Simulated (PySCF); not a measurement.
**Polarisability and C₆ of N⁺ (nitrogen, charge +1)**

[He] 2s2 2p2, high-spin 3P determinant. Calculation: PySCF 2.14, in dyall-av2z (11s7p2d, 42 functions); the non-relativistic Hamiltonian (point nucleus). Coupled (time-dependent) response in atomic units; α is the mean over directions. A double-zeta set is small for polarisabilities.

```json
{"method": "UHF", "mean α (bohr³)": "3.912", "α xx, yy, zz": "3.978, 3.880, 3.880", "C₆ (like pair)": "8.187", "S(−4)": "13.23"}
{"method": "PBE", "mean α (bohr³)": "3.878", "α xx, yy, zz": "3.890, 3.872, 3.872", "C₆ (like pair)": "8.403", "S(−4)": "10.17"}
{"method": "PBE0", "mean α (bohr³)": "3.838", "α xx, yy, zz": "3.869, 3.823, 3.823", "C₆ (like pair)": "8.240", "S(−4)": "10.28"}
{"method": "revPBE", "mean α (bohr³)": "3.882", "α xx, yy, zz": "3.890, 3.878, 3.878", "C₆ (like pair)": "8.425", "S(−4)": "10.19"}
{"method": "CAM-B3LYP", "mean α (bohr³)": "3.805", "α xx, yy, zz": "3.851, 3.782, 3.782", "C₆ (like pair)": "8.177", "S(−4)": "9.706"}
```

S(−4) is the Cauchy moment in α(ω) = α(0) + S(−4) ω² + …

α(iu) at UHF:

```
u (hartree)  α(iu) (bohr³)
          0          3.912
     0.0500          3.880
      0.100          3.789
      0.200          3.493
      0.300          3.139
      0.500          2.478
      0.750          1.852
       1.00          1.415
       1.50         0.8860
       2.00         0.6009
       3.00         0.3261
       5.00         0.1393
```

A single London oscillator, α(iu) = α/(1 + u²/ω²), gives C₆ = (3/4) ω α². Matching the computed C₆ needs ω = 4 × 8.187 / (3 × 3.912²) = 0.713 hartree.

For an ion, C₆ is the dispersion term alone; charge-induced terms of lower order in 1/R come first.

The components differ because the open shell of this determinant is not spherical; for a pure term their mean is the scalar polarisability.
